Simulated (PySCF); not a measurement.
Symmetry of computed structures. Method: PBE0/def2-SVPD in PySCF (dipole) on a GFN2-xTB geometry, gas phase. The symmetry is that of the one conformer found, every atom within 0.08 Å of its image; none is proved a minimum here.

Q: Point group, rotor type and polarity of `[CH3:1][CH2:2][CH2:3][S:4][C:5]([F:6])([F:7])[F:8]` with C1–C2–C3–S4 173°, C2–C3–S4–C5 73°?

A: C1; near-prolate asymmetric top; symmetry number 1; this conformer is chiral (no improper operation); dipole 2.63 D; A, B, C = 3064, 990.8, 898.0 MHz.

Q: `[CH3:1][O:2][C@H:3]([C:4]#[N:5])[CH2:6][CH:7]=[O:8]` with C1–O2–C3–C4 -66°, O2–C3–C6–C7 -160°, C3–C6–C7–O8 7°: symmetry, top, dipole?

A: C1; asymmetric top; symmetry number 1; this conformer is chiral (no improper operation); dipole 4.00 D.

Q: What symmetry has `[CH3:1][CH:2]([CH3:3])[SiH2:4][CH2:5][SiH3:6]` with C1–C2–Si4–C5 62°, C2–Si4–C5–Si6 180°?

A: Cs; near-prolate asymmetric top; symmetry number 1; 2 operations, which sort the 20 atoms into 13 sets; dipole 1.13 D, in the ac plane, which is the mirror; A, B, C = 4483, 912.7, 898.8 MHz.

Q: What symmetry has `[CH2:1]=[CH:2][O:3]/[CH:4]=[CH:5]\[C:6]([NH2:7])=[O:8]` with C1–C2–O3–C4 180°, C2–O3–C4–C5 180°, C4–C5–C6–N7 -1°, C5–C6–N7–H 179° and 1°?

A: Cs; near-prolate asymmetric top; symmetry number 1; 2 operations, which sort the 15 atoms into 15 sets; dipole 5.32 D, in the ab plane, which is the mirror; A, B, C = 6168, 1002, 862.0 MHz; heavy atoms equivalent by symmetry: none.

Q: `[O:1]=[CH:2][NH:3][C:4]1=[CH:5][CH2:6][O:7][CH2:8]1` with O1–C2–N3–C4 0°, C2–N3–C4–C5 180°: symmetry, top, dipole?

A: Cs; asymmetric top; symmetry number 1; 2 operations, which sort the 15 atoms into 13 sets; dipole 4.67 D, in the ab plane, which is the mirror; heavy atoms equivalent by symmetry: none.
